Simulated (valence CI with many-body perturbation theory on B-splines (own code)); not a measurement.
Values are calculated unless marked as measured or tabulated.
## Level structure of Hg⁷⁴⁺

Level of theory: relativistic CI+MBPT: four valence electrons over a frozen Dirac-Fock core [He], radial functions for each j: 11 s, 11 p, 9 d, 7 f, 5 g, 2 h, 1 i, with the one-electron correlation potential Σ1 (screened to all orders), the two-electron term Σ2, the three-electron term Σ3, Breit, model QED; selected single and double excitations, second order for the rest (own B-spline code, finite nucleus).

No measured spectrum was set against this ion. As an estimate, large intervals hold to a few tenths of a per cent, small ones and those within an open d or f shell to about a per cent. Among the levels kept, up to 300 cm⁻¹ of a level comes from second order outside the variational space, and about a tenth of that is noise between levels of different J, which matters for small intervals.

Levels 1 to 45 of 114, with energies above the lowest level, (2s^2 2p1/2^2) J=0. "Leading %" is the weight of the configuration and term that name the level; weights of strongly mixed levels are sums over their largest components and can fall short. In the jj column 3d3/2^4 stands for four electrons in 3d with j = 3/2.

```
No.  Configuration  Term  J  E (eV)  Leading %    Second component      g                Leading jj
  1        2s2.2p2    3P  0       0         68     32 % 2s2.2p2 1S             2s^2 2p1/2^2 (100 %)
  2        2s2.2p2    3P  1    2033        100                      1.463  2s^2 2p1/2 2p3/2 (100 %)
  3        2s2.2p2    1D  2    2051         66     34 % 2s2.2p2 3P  1.125  2s^2 2p1/2 2p3/2 (100 %)
  4         2s.2p3   3P°  2    2378         49     25 % 2s.2p3 5S°  1.477  2s 2p1/2^2 2p3/2 (100 %)
  5         2s.2p3   1P°  1    2476         31     30 % 2s.2p3 3D°  1.111  2s 2p1/2^2 2p3/2 (100 %)
  6        2s2.2p2    3P  2    4114         65     34 % 2s2.2p2 1D  1.286       2s^2 2p3/2^2 (99 %)
  7        2s2.2p2    1S  0    4185         67     32 % 2s2.2p2 3P              2s^2 2p3/2^2 (99 %)
  8         2s.2p3   5S°  2    4380         51     46 % 2s.2p3 3D°  1.541  2s 2p1/2 2p3/2^2 (100 %)
  9         2s.2p3   3D°  3    4426        100                      1.286  2s 2p1/2 2p3/2^2 (100 %)
 10         2s.2p3   3P°  0    4499        100                             2s 2p1/2 2p3/2^2 (100 %)
 11         2s.2p3   3S°  1    4524         54     44 % 2s.2p3 3D°  1.295  2s 2p1/2 2p3/2^2 (100 %)
 12         2s.2p3   1D°  2    4532         74     21 % 2s.2p3 3D°  1.037  2s 2p1/2 2p3/2^2 (100 %)
 13         2s.2p3   3P°  1    4537         64     33 % 2s.2p3 1P°  1.280  2s 2p1/2 2p3/2^2 (100 %)
 14            2p4    3P  2    4896         67         32 % 2p4 1D  1.296    2p1/2^2 2p3/2^2 (99 %)
 15            2p4    1S  0    4970         65         34 % 2p4 3P           2p1/2^2 2p3/2^2 (99 %)
 16         2s.2p3   3P°  2    6528         51     20 % 2s.2p3 5S°  1.433        2s 2p3/2^3 (100 %)
 17         2s.2p3   1P°  1    6625         35     26 % 2s.2p3 3D°  1.143        2s 2p3/2^3 (100 %)
 18            2p4    3P  1    6949        100                      1.463     2p1/2 2p3/2^3 (100 %)
 19            2p4    1D  2    6967         68         32 % 2p4 3P  1.115     2p1/2 2p3/2^3 (100 %)
 20            2p4    3P  0    9063         65         35 % 2p4 1S                  2p3/2^4 (100 %)
 21      2s2.2p.3s   3P°  0   12534        100                                2s^2 2p1/2 3s (100 %)
 22      2s2.2p.3s   3P°  1   12538         67  33 % 2s2.2p.3s 1P°  1.293     2s^2 2p1/2 3s (100 %)
 23      2s2.2p.3p    3D  1   12634         74   22 % 2s2.2p.3p 1P  0.625  2s^2 2p1/2 3p1/2 (100 %)
 24      2s2.2p.3p    3P  0   12690         67   32 % 2s2.2p.3p 1S          2s^2 2p1/2 3p1/2 (99 %)
 25      2s.2p2.3s    5P  1   12852         40   32 % 2s.2p2.3s 3S  1.987      2s 2p1/2^2 3s (99 %)
 26      2s.2p2.3s    3P  0   12895         68   32 % 2s.2p2.3s 1S             2s 2p1/2^2 3s (99 %)
 27      2s.2p2.3p   3P°  1   12961         33  20 % 2s.2p2.3p 5D°  1.322  2s 2p1/2^2 3p1/2 (100 %)
 28      2s.2p2.3p   3P°  0   12963         53  40 % 2s.2p2.3p 5D°         2s 2p1/2^2 3p1/2 (100 %)
 29      2s2.2p.3p    3D  2   13261         51   32 % 2s2.2p.3p 1D  1.139  2s^2 2p1/2 3p3/2 (100 %)
 30      2s2.2p.3p    3P  1   13262         49   30 % 2s2.2p.3p 3S  1.494  2s^2 2p1/2 3p3/2 (100 %)
 31      2s2.2p.3d   3F°  2   13332         75  20 % 2s2.2p.3d 1D°  0.737  2s^2 2p1/2 3d3/2 (100 %)
 32      2s2.2p.3d   3D°  1   13360         50  33 % 2s2.2p.3d 1P°  0.825  2s^2 2p1/2 3d3/2 (100 %)
 33      2s2.2p.3d   3P°  2   13501         46  34 % 2s2.2p.3d 3D°  1.283   2s^2 2p1/2 3d5/2 (97 %)
 34      2s2.2p.3d   3F°  3   13506         45  32 % 2s2.2p.3d 1F°  1.088  2s^2 2p1/2 3d5/2 (100 %)
 35      2s.2p2.3p   3P°  2   13582         36  18 % 2s.2p2.3p 5P°  1.482   2s 2p1/2^2 3p3/2 (97 %)
 36      2s.2p2.3p   3D°  1   13587         30  22 % 2s.2p2.3p 1P°  1.142  2s 2p1/2^2 3p3/2 (100 %)
 37      2s.2p2.3d    3D  1   13652         48   34 % 2s.2p2.3d 5F  0.474  2s 2p1/2^2 3d3/2 (100 %)
 38      2s.2p2.3d    3D  2   13658         30   15 % 2s.2p2.3d 5F  1.096   2s 2p1/2^2 3d3/2 (99 %)
 39      2s.2p2.3d    3D  3   13817         39   16 % 2s.2p2.3d 5D  1.320  2s 2p1/2^2 3d5/2 (100 %)
 40      2s.2p2.3d    3F  2   13836         26   21 % 2s.2p2.3d 1D  1.037   2s 2p1/2^2 3d5/2 (99 %)
 41      2s2.2p.3s   3P°  2   14624         99                      1.462      2s^2 2p3/2 3s (99 %)
 42      2s2.2p.3s   1P°  1   14635         66  33 % 2s2.2p.3s 3P°  1.118      2s^2 2p3/2 3s (99 %)
 43      2s2.2p.3p    3P  1   14746         50   28 % 2s2.2p.3p 3S  1.446   2s^2 2p3/2 3p1/2 (97 %)
 44      2s2.2p.3p    3D  2   14748         48   33 % 2s2.2p.3p 1D  1.136   2s^2 2p3/2 3p1/2 (98 %)
 45      2s.2p2.3s    5P  2   14851         83    9 % 2s.2p2.3s 3P  1.712  2s 2p1/2 2p3/2 3s (99 %)
```

The ionisation energy to 2s2.2p 2P°_1/2 of the next ion comes out as 22124 eV (NIST: 22120 ± 90 eV (theoretical)). All 114 levels together are meant to be complete up to 15931 eV.
